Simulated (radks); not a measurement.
Q: These are the eigenvalues of the occupied orbitals of an atom or ion with whole-number occupations (hartree). Method: Dirac Kohn-Sham, PBE, spin-unpolarised, spherical densities, finite nucleus; Fermi nuclear charge, rms radius of each element as measured or else 0.836 A^(1/3) + 0.57 fm; computed with a radial shooting solver on a logarithmic mesh with Libxc functionals.

| orbital | eigenvalue |
|---|---|
| 1s1/2 | -260.3248 |
| 2s1/2 | -33.36381 |
| 2p1/2 | -29.20943 |
| 2p3/2 | -28.75113 |
| 3s1/2 | -6.45971 |
| 3p1/2 | -5.22173 |
| 3p3/2 | -5.15885 |
| 3d3/2 | -3.15747 |

Which element is it, and in what charge state? The configuration may be excited. Open shells, if any, fill j = l - 1/2 first.

A: Z = 26, iron, charge +5: Fe5+ in [Ar] 3d3. The list shows which subshells hold electrons but not how many an open one holds; the 1s level, -260.32 hartree, gives Z - s = 22.8 by -(Z - s)^2/2, which with screening and relativity narrows Z to a few neighbours, and the depths of the outer levels then fix element, charge and occupations together.
